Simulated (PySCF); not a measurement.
Basis-set dependence of population analyses: `FB(F)c1ccsc1`

C4H3BF2S.
Bonds: F1–B2, B2–F3, B2–C4, C4–C5 (aromatic), C5–C6 (aromatic), C6–S7 (aromatic), S7–C8 (aromatic), C4–C8 (aromatic). Hydrogens: H9 on C5; H10 on C6; H11 on C8.

PBE0 throughout (PySCF), one geometry, spherical d and f functions. Isolated species at its PBE0-D3(BJ)/def2-SVP geometry, gas phase. Atoms taken as equivalent share a column and are averaged. The first 7 of 10 kinds of atom are listed.

Mulliken charges (e):

```csv
basis,functions,F1/F3,B2,C4,C5,C6,S7,C8
STO-3G,47,-0.127,+0.353,-0.146,-0.110,-0.208,+0.300,-0.202
6-31G,82,-0.299,+0.699,-0.095,-0.077,-0.571,+0.549,-0.571
pcSseg-0,82,-0.320,+1.014,-0.498,-0.115,-0.584,+0.512,-0.536
6-31G*,122,-0.265,+0.601,-0.056,-0.151,-0.415,+0.335,-0.428
cc-pVDZ,131,-0.098,+0.224,-0.003,-0.013,-0.151,+0.186,-0.182
def2-SVP,131,-0.115,+0.226,-0.063,+0.001,-0.129,+0.114,-0.117
aug-cc-pVDZ,215,-0.474,+0.730,+0.482,+0.771,-0.045,+0.425,+0.162
"6-311+G(2d,p)",242,-0.378,+1.024,-0.502,-0.466,+0.148,-0.210,+0.333
def2-TZVP,272,-0.244,+0.495,-0.070,-0.232,-0.133,+0.098,-0.142
cc-pVTZ,286,-0.202,+0.343,-0.020,-0.153,-0.160,+0.116,-0.140
IGLO-III,319,-0.351,+0.812,-0.221,-0.143,-0.224,+0.348,-0.220
```

IAO charges (e):

| basis | functions | F1/F3 | B2 | C4 | C5 | C6 | S7 | C8 |
| --- | --- | --- | --- | --- | --- | --- | --- | --- |
| STO-3G | 47 | -0.165 | +0.445 | -0.215 | -0.165 | -0.293 | +0.409 | -0.269 |
| 6-31G | 82 | -0.304 | +0.675 | -0.215 | -0.160 | -0.304 | +0.332 | -0.268 |
| pcSseg-0 | 82 | -0.291 | +0.657 | -0.222 | -0.155 | -0.305 | +0.331 | -0.265 |
| 6-31G* | 122 | -0.315 | +0.718 | -0.225 | -0.153 | -0.314 | +0.364 | -0.275 |
| cc-pVDZ | 131 | -0.311 | +0.703 | -0.222 | -0.157 | -0.316 | +0.372 | -0.276 |
| def2-SVP | 131 | -0.310 | +0.700 | -0.226 | -0.153 | -0.313 | +0.374 | -0.273 |
| aug-cc-pVDZ | 215 | -0.320 | +0.716 | -0.224 | -0.161 | -0.321 | +0.374 | -0.279 |
| 6-311+G(2d,p) | 242 | -0.323 | +0.721 | -0.226 | -0.160 | -0.328 | +0.390 | -0.286 |
| def2-TZVP | 272 | -0.325 | +0.729 | -0.226 | -0.159 | -0.331 | +0.394 | -0.289 |
| cc-pVTZ | 286 | -0.323 | +0.728 | -0.226 | -0.160 | -0.326 | +0.385 | -0.284 |
| IGLO-III | 319 | -0.325 | +0.726 | -0.226 | -0.161 | -0.332 | +0.398 | -0.290 |

Task: Which scheme is steadiest as the basis changes?

Result: Largest range over the bases for any column: IAO 0.28 e, Mulliken 1.24 e. IAO charges move least and Mulliken charges most, counted in e. Without the minimal STO-3G basis the ranges are IAO 0.07, Mulliken 1.24 e.

Task: How much do the charges still move between the two largest bases, cc-pVTZ and IGLO-III?

Result: At most, over all atoms: Mulliken 0.468 e, IAO 0.013 e.

Task: What do the same runs give for the total energy, the frontier levels and the dipole moment?

Result: 
```csv
basis,energy (Eh),HOMO (eV),LUMO (eV),μ (D)
STO-3G,-767.1197,-4.67,2.39,1.17
6-31G,-776.3884,-7.32,-1.18,2.15
pcSseg-0,-775.2183,-7.70,-1.45,1.95
6-31G*,-776.5126,-7.08,-0.95,1.71
cc-pVDZ,-776.5635,-7.22,-1.13,1.90
def2-SVP,-776.1355,-7.33,-1.20,1.94
aug-cc-pVDZ,-776.5864,-7.36,-1.36,2.02
"6-311+G(2d,p)",-776.6687,-7.36,-1.37,2.13
def2-TZVP,-776.7096,-7.34,-1.32,2.06
cc-pVTZ,-776.6970,-7.32,-1.27,2.00
IGLO-III,-776.7128,-7.33,-1.30,2.13
```

The dipole is fixed by the density alone, so its range of 0.98 D shows that the density itself changes with the basis, not only its division among atoms.
